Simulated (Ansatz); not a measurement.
Cost and result for the atomization energy of `CO[Si](S)(Cl)OC` (14 atoms, 13 bonds).

```
atom   x (Å)   y (Å)   z (Å)
  C1  -1.349  -1.712  -1.138
  O2   0.014  -1.362  -0.985
 Si3   0.586  -0.309   0.096
  S4   2.687  -0.163  -0.059
 Cl5   0.061  -0.937   1.987
  O6  -0.071   1.144  -0.185
  C7   0.050   2.284   0.642
  H8  -1.411  -2.466  -1.922
  H9  -1.753  -2.128  -0.211
 H10  -1.944  -0.842  -1.430
 H11   2.903  -1.283   0.650
 H12  -0.403   2.106   1.621
 H13   1.100   2.561   0.782
 H14  -0.471   3.108   0.152
```

The species carries charge 0 and has multiplicity 1. All single points use the PBE0-D4/def2-TZVP geometry. It is one conformer, not always the lowest. Program: Ansatz. All runs use 2 threads of an AMD EPYC 7R13 on a shared host and a share of an NVIDIA H100 80 GB. Times are those of one run each, without the atoms' runs, and a repeat can differ threefold. Electronic energies, without spin–orbit coupling; frozen cores. CCSD(T)/CBS adds CCSD(T) − MP2 in def2-TZVPP to the MP2 limit, and its time is that of the two runs behind it. T1 = 0.011. B3LYP takes the VWN-RPA correlation (the form of Gaussian; ORCA's B3LYP/G).

CCSD(T)/CBS is a level of theory with its own doubt, some kJ/mol a heavy atom from the limit and from the frozen cores, so smaller differences don't rank the functionals.

| level | functions | wall time |
| --- | --- | --- |
| B2PLYP/def2-TZVPP | 348 | 14 s |
| PBE-D4/def2-TZVPP (with forces) | 348 | 14 s |
| r2SCAN-D4/def2-TZVPP (with forces) | 348 | 15 s |
| PBE0-D4/def2-TZVPP | 348 | 15 s |
| ωB97M-V/def2-TZVPP (with forces) | 348 | 17 s |
| MP2/def2-QZVPP | 648 | 18 s |
| ωB97X-V/def2-TZVPP | 348 | 20 s |
| B3LYP-D4/def2-TZVPP (with forces) | 348 | 21 s |
| CCSD(T)/def2-TZVPP | 348 | 23 s |
| CCSD(T)/CBS(def2) | – | 41 s |

Problem. What atomization energy does each give, and how far from CCSD(T)/CBS? (Best estimate.)

Solution. Computed: 
```
                             level  atomization (kcal/mol)  difference from CCSD(T)/CBS  per bond
                 B2PLYP/def2-TZVPP                  1256.5                        -20.9      -1.6
   PBE-D4/def2-TZVPP (with forces)                  1295.7                         18.3       1.4
r2SCAN-D4/def2-TZVPP (with forces)                  1279.4                          2.0       0.2
                PBE0-D4/def2-TZVPP                  1273.0                         -4.4      -0.3
  ωB97M-V/def2-TZVPP (with forces)                  1281.2                          3.8       0.3
                    MP2/def2-QZVPP                  1290.3                         12.9       1.0
                ωB97X-V/def2-TZVPP                  1279.8                          2.4       0.2
 B3LYP-D4/def2-TZVPP (with forces)                  1269.2                         -8.2      -0.6
                CCSD(T)/def2-TZVPP                  1240.1                        -37.3      -2.9
                 CCSD(T)/CBS(def2)                  1277.4                          0.0       0.0
```

The D4 term adds +15.6 kcal/mol with B3LYP and +8.3 kcal/mol with PBE0; it sums over pairs of atoms, weighted by their polarisabilities, and B3LYP, whose exchange is more repulsive, gets the larger term. From PBE to PBE0 (25 % exact exchange), in def2-TZVPP and without D4, the atomization energy moves by −21.4 kcal/mol: exact exchange takes away binding that semilocal exchange gives to molecules. In def2-TZVPP, CCSD(T) changes the Hartree–Fock value by +317.8 kcal/mol (the triples alone add +20.2 kcal/mol) and MP2 by +345.9 kcal/mol; breaking electron pairs costs correlation energy, which Hartree–Fock lacks.
